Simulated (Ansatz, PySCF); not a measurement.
System: C₂H₂O, charge 0, multiplicity 1. SMILES: C1=CO1
Geometry: optimised at B3LYP-D3(BJ)/def2-TZVP (Ansatz, a quantum-chemistry and plane-wave program).

Property: atomisation energy (electronic, to ground-state atoms), in kcal/mol. Valence correlation only, unless marked. UHF or UKS for open shells. No spin-orbit coupling. Non-relativistic. The coupled-cluster limit lacks core correlation, which all-electron functionals hold. CBS marks a two-point X^-3 extrapolation of the correlation energy; Hartree-Fock from the larger set.

| level | program | atomisation energy (kcal/mol) |
|---|---|---|
| SVWN5/def2-TZVPD | Ansatz | 548.2 |
| revPBE-D3(BJ)/def2-TZVPD | Ansatz + dftd3 | 462.8 |
| BP86-D3(BJ)/def2-TZVPD | PySCF + dftd3 | 481.6 |
| M06-L/def2-TZVPD | PySCF | 457.5 |

Q: Estimate the value at CCSD(T)/CBS(cc-pVTZ,cc-pVQZ) as computed with Ansatz.

A: 452.4 kcal/mol
